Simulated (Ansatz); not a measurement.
C$_{2}$H$_{9}$BSn (`B[CH2][SnH2][CH3]`), relaxed with RKS PBE0-D4/def2-TZVP in Ansatz 0.2.0 from a PBE-D4/def2-SVP geometry. The force threshold is 0.005 eV/Å; the program also tests the step.

The species carries charge 0 and has multiplicity 1. Sn: def2 effective core potential.

Start:

```xyz
13

B    -0.383   -1.239    1.456
C    -0.556    0.269    1.552
Sn    0.784    0.745   -0.192
C    -0.114    0.041   -2.031
H    -1.087   -1.898    0.706
H     0.524   -1.801    2.048
H    -1.508    0.734    1.225
H    -0.080    0.822    2.383
H     2.370    0.095    0.041
H     0.867    2.477   -0.160
H    -1.154    0.414   -2.096
H     0.461    0.407   -2.902
H    -0.125   -1.065   -2.031
```

```csv
step,energy (eV),largest force (eV/Å),largest move (Å)
1,-8725.3512,0.547,0.000
2,-8725.3995,0.218,0.056
3,-8725.4056,0.171,0.022
4,-8725.4073,0.045,0.026
5,-8725.4075,0.013,0.006
6,-8725.4075,0.020,0.009
7,-8725.4076,0.015,0.005
8,-8725.4079,0.024,0.049
9,-8725.4081,0.058,0.049
10,-8725.4084,0.063,0.022
11,-8725.4089,0.074,0.069
13,-8725.4097,0.052,0.032
15,-8725.4109,0.077,0.028
17,-8725.4121,0.040,0.029
19,-8725.4141,0.089,0.028
21 (rejected),-8725.4151,0.120,0.139
23 (rejected),-8725.4112,0.334,0.097
25,-8725.4171,0.067,0.047
27,-8725.4178,0.033,0.041
29,-8725.4182,0.054,0.044
31,-8725.4184,0.035,0.028
33,-8725.4186,0.023,0.022
35,-8725.4186,0.017,0.018
37 (rejected),-8725.4186,0.011,0.007
39,-8725.4186,0.005,0.003
```

End:

```xyz
13

B    -0.089   -1.176    1.781
C    -0.739    0.114    1.340
Sn    0.770    0.521   -0.226
C    -0.228    0.355   -2.108
H    -0.334   -2.205    1.213
H     0.752   -1.178    2.637
H    -1.665    0.076    0.765
H    -0.690    0.989    1.987
H     2.086   -0.569   -0.153
H     1.344    2.104    0.063
H    -1.045    1.074   -2.158
H     0.469    0.549   -2.923
H    -0.630   -0.653   -2.215
```

Run time 2.1 min (4 threads of an Arm Neoverse V1 on a shared host); peak host memory 0.52 GiB.
